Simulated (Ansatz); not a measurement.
Nan: r2SCAN/def2-TZVPD single points in Ansatz on relaxed structures, gas phase. Each cluster is the lowest isomer that a short search found in that spin, judged at the geometry's level, and lower ones may exist. HOMO and LUMO are taken over both spins. The structures are stationary points that may keep the symmetry of their start. Remarks come from the PBE and PBE0 runs and from stability tests at other levels; not every state was tested.

Question: Estimate the order by HOMO (eV), lowest first.
A. Na6 (singlet)
B. Na3 (doublet)
C. Na5 (doublet)

Answer: A (-3.04), C (-2.83), B (-2.76).

In full:

```tsv
species	atoms	state	geometry	HOMO (eV)	LUMO (eV)	gap (eV)	point group (within 0.1 Å)	remarks
Na3	3	doublet	B3LYP/def2-TZVP	-2.76	-1.71	1.05	C2v	–
Na5	5	doublet	PBE/def2-SVP	-2.83	-1.81	1.03	C2v	–
Na6	6	singlet	B3LYP/def2-SVP	-3.04	-1.72	1.32	D3h	restricted SCF unstable in HF
```

The gap (eV) runs from 1.03 (Na5) to 1.32 (Na6).
